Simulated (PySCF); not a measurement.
# Ti (titanium, neutral) across methods

[Ar] 3d1 4s2 4p1, one real determinant (an excited configuration). All numbers are calculated (PySCF 2.14, the spin-free X2C one-electron Hamiltonian (Gaussian nucleus), in x2c-QZVPPall with one added diffuse shell each of s, p, d, f, g type (12s8p6d4f3g, 121 functions)).

```json
{"method": "UHF", "E (hartree)": "-852.59446", "mean ε 4s α (eV)": "-9.265", "mean ε 4s β (eV)": "-7.527", "mean ε 4p α (eV)": "-4.814", "Σ⟨r²⟩ (bohr²)": "59.23", "⟨S²⟩": "2.137"}
{"method": "PBE0", "E (hartree)": "-853.345", "mean ε 4s α (eV)": "-7.278", "mean ε 4s β (eV)": "-6.370", "mean ε 4p α (eV)": "-3.601", "Σ⟨r²⟩ (bohr²)": "56.33", "⟨S²⟩": "2.009"}
{"method": "PBE", "E (hartree)": "-853.310", "mean ε 4s α (eV)": "-6.416", "mean ε 4s β (eV)": "-5.687", "mean ε 4p α (eV)": "-2.922", "Σ⟨r²⟩ (bohr²)": "56.34", "⟨S²⟩": "2.005"}
{"method": "LDA", "E (hartree)": "-851.439", "mean ε 4s α (eV)": "-6.554", "mean ε 4s β (eV)": "-5.860", "mean ε 4p α (eV)": "-2.872", "Σ⟨r²⟩ (bohr²)": "56.12", "⟨S²⟩": "2.002"}
{"method": "r2SCAN", "E (hartree)": "-853.486", "mean ε 4s α (eV)": "-6.573", "mean ε 4s β (eV)": "-5.744", "mean ε 4p α (eV)": "-3.105", "Σ⟨r²⟩ (bohr²)": "56.47", "⟨S²⟩": "2.013"}
```

⟨L²⟩ = 8.51 against 12 for a pure F term, so this real determinant mixes terms. ⟨S²⟩ = 2.14 against 2.00 shows spin contamination.
